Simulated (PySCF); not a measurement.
# Energy and ionisation energy along a bond of AlH2NO

These are calculations, not measurements. The program is PySCF 2.14.0, an open-source quantum chemistry code, run on an isolated molecule that a program drew, which may never have been made. The molecule is AlH2NO (charge 0, singlet), drawn as the SMILES string `[NH]=[Al][OH]`.

The structure below is the HF double-zeta minimum with every atom moved a little at random, so it isn't optimised. Bond O3-H5 is then set to each length in the table by shifting atom 5 along it, with nothing else relaxed.
```xyz
5
AlH2NO, angstrom
N     0.7837   -0.0194   -1.4626
Al   -0.1850    0.7667   -2.5356
O    -0.9900    1.4961   -3.6008
H     1.3328   -0.6721   -0.7442
H    -1.7218    1.3359   -4.0372
```

E is the energy above the same method's energy at the HF double-zeta minimum. IE is the energy to remove one electron at fixed geometry, to the doublet state of charge +1, as a difference of total energies. The basis family is cc-pV(n+d)Z, with UHF for radicals and no spin-orbit coupling. Best is HF at quadruple zeta, plus MP2 correlation extrapolated from triple and quadruple zeta, plus CCSD(T) minus MP2 at triple zeta, with a frozen core. The other columns are at triple zeta.

| bond (Å) | E PBE (kcal/mol) | E CCSD (kcal/mol) | E CCSD(T) (kcal/mol) | E best (kcal/mol) | IE PBE (eV) | IE CCSD (eV) | IE CCSD(T) (eV) | IE best (eV) | T1 |
|---|---|---|---|---|---|---|---|---|---|
| 0.7500 | 61.41 | 60.14 | 60.24 | 59.52 | 8.285 | 7.949 | 8.127 | 8.371 | 0.017 |
| 0.8670 | ? | ? | ? | ? | ? | ? | ? | ? | ? |
| 0.9220 | 16.84 | 17.74 | 17.39 | 17.44 | 8.210 | 7.877 | 8.056 | 8.304 | 0.017 |
| 0.9720 | 15.99 | 17.59 | 17.10 | 17.25 | 8.189 | 7.856 | 8.034 | 8.284 | 0.017 |
| 1.0840 | 23.13 | 26.32 | 25.50 | 25.73 | 8.141 | 7.809 | 7.988 | 8.240 | 0.017 |
| 1.1520 | 30.95 | 35.14 | 34.09 | 34.30 | 8.114 | 7.782 | 7.961 | 8.214 | 0.017 |

T1 is the CCSD diagnostic of the starting molecule.

**Estimate the best E and IE at 0.8670 Å from the other rows.**

A least-squares cubic in the inverse of the bond length through the other values of E best gives 22.16 kcal/mol there. A least-squares quadratic in the bond length through IE best gives 8.325 eV. The calculation gives 22.28 kcal/mol and 8.325 eV, so the fits miss by 0.12 kcal/mol and 0.000 eV. The same recipe one zeta lower moves these two values by 0.42 kcal/mol and 0.08 eV, a gauge of their own error. The rest of the row: E is 22.43 (PBE), 22.60 (CCSD), 22.40 (CCSD(T)); IE is 8.234 (PBE), 7.900 (CCSD), 8.079 (CCSD(T)); T1 is 0.017.
